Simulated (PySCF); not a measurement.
Compound: C7H7N.
Cartesian coordinates in Å at the PBE0-D3(BJ)/def2-SVP level; atoms count from 1:
```
atom  x, y, z in Å
N1     0.3466   -2.7300    1.5099
C2     0.2267   -1.7633    0.8815
C3     0.0672   -0.5715    0.0978
C4    -1.3015   -0.2761   -0.5165
C5    -1.3993    1.2236   -0.4502
C6    -0.3570    1.7767    0.1817
C7     0.6587    0.7606    0.5671
C8     1.2872    0.0154   -0.5707
H9    -2.1043   -0.7589    0.0661
H10   -1.3811   -0.6656   -1.5453
H11   -2.2351    1.7768   -0.8835
H12   -0.2243    2.8441    0.3682
H13    1.1969    0.8335    1.5155
H14    2.2328   -0.4995   -0.3853
H15    1.1593    0.4169   -1.5799
```

The closed-shell ground state was solved at several levels (PySCF, density fitting, gas phase, non-relativistic).

| level | basis functions | HOMO (eV) | LUMO (eV) | gap (eV) | dipole (D) |
| --- | --- | --- | --- | --- | --- |
| wB97X-D/pcSseg-1 | 171 | -9.24 | 1.51 | 10.75 | 4.32 |
| B3LYP/pcJ-1 | 286 | -7.16 | -0.49 | 6.67 | 4.30 |
| PBE0/pcSseg-1 | 171 | -7.41 | -0.29 | 7.12 | 4.29 |

Q: What might PBE0/def2-SVPD (216 basis functions) give for the same quantities?

A: HOMO -7.40 eV, LUMO -0.36 eV, gap 7.04 eV, dipole 4.36 D.

Q: Over all these levels, which gives the widest orbital gap and which the narrowest?

A: wB97X-D/pcSseg-1 (range-separated hybrid) has the widest, 10.75 eV, and B3LYP/pcJ-1 (global hybrid, 20 % exact exchange) the narrowest, 6.67 eV. Functional and basis both differ between the two, so the spread mixes both effects.

Q: How far do the dipole and the HOMO energy spread over the levels?

A: The dipole runs from 4.29 to 4.36 D (mean 4.32 D) and the HOMO from -9.24 to -7.16 eV.
